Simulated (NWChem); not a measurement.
System: C3H7FSi; SMILES C/C=C(/F)[SiH3]

Results from NWChem. Pople sets run with spherical d functions. All runs use the structure optimised with PBE0/def2-SVP. Not confirmed as a minimum by frequencies. B3LYP is NWChem's, with the RPA form of VWN correlation. Vertical excitations in the gas phase; the lowest state need not have the same character in each row.

```
level                                     lowest excitation, singlet (eV)  oscillator strength of that lowest state  orbital gap (eV)
----------------------------------------  -------------------------------  ----------------------------------------  ----------------
PBE/6-31+G*, TDA                                                     5.59                                     0.000              4.81
B3LYP/6-31+G*, TDA                                                   6.06                                     0.000              6.51
LDA (Slater exchange, VWN5)/6-31+G*, TDA                             5.63                                     0.000                 ?
```

Q: Complete the blanks.

A: 
- LDA (Slater exchange, VWN5)/6-31+G*, TDA, orbital gap (eV): 4.77
